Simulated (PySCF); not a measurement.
Isomers of C3H9ClSi2, one GFN2-xTB conformer each. Single-point energies are computed at PBE0/pcSseg-1 (PySCF, gas phase, no added dispersion term), electronic only.

| SMILES | GFN2-xTB relative energy (kJ/mol) |
| --- | --- |
| [SiH3]/C=C(/Cl)C[SiH3] | 0.0 |
| [SiH3]/C=C/[SiH2]CCl | 85.2 |

Conformers: `[SiH3:1]/[CH:2]=[C:3](/[Cl:4])[CH2:5][SiH3:6]` with C2–C3–C5–Si6 -101°; `[SiH3:1]/[CH:2]=[CH:3]/[SiH2:4][CH2:5][Cl:6]` with C2–C3–Si4–C5 7°, C3–Si4–C5–Cl6 -68°.

Question: What does PBE0/pcSseg-1 give for the same structures?

Answer: 
```tsv
SMILES	PBE0/pcSseg-1 E (Eh)	PBE0/pcSseg-1 (kJ/mol)	GFN2-xTB (kJ/mol)	point group
[SiH3]/C=C(/Cl)C[SiH3]	-1158.28710	0.0	0.0	C1
[SiH3]/C=C/[SiH2]CCl	-1158.28656	1.4	85.2	C1
```

Both levels put the same isomer lowest. Neighbours under 10 kJ/mol apart ([SiH3]/C=C(/Cl)C[SiH3] and [SiH3]/C=C/[SiH2]CCl) can change places with a better method, another conformer or zero-point energy.

Question: Which frontier levels, dipoles and rotational constants go with these structures?

Answer: 
| SMILES | HOMO (eV, PBE0/pcSseg-1) | LUMO (eV) | dipole (D) | A, B, C (MHz) |
| --- | --- | --- | --- | --- |
| [SiH3]/C=C(/Cl)C[SiH3] | -7.30 | -0.72 | 1.23 | 1925, 1244, 815.3 |
| [SiH3]/C=C/[SiH2]CCl | -7.94 | -0.87 | 1.72 | 2686, 825.0, 664.5 |
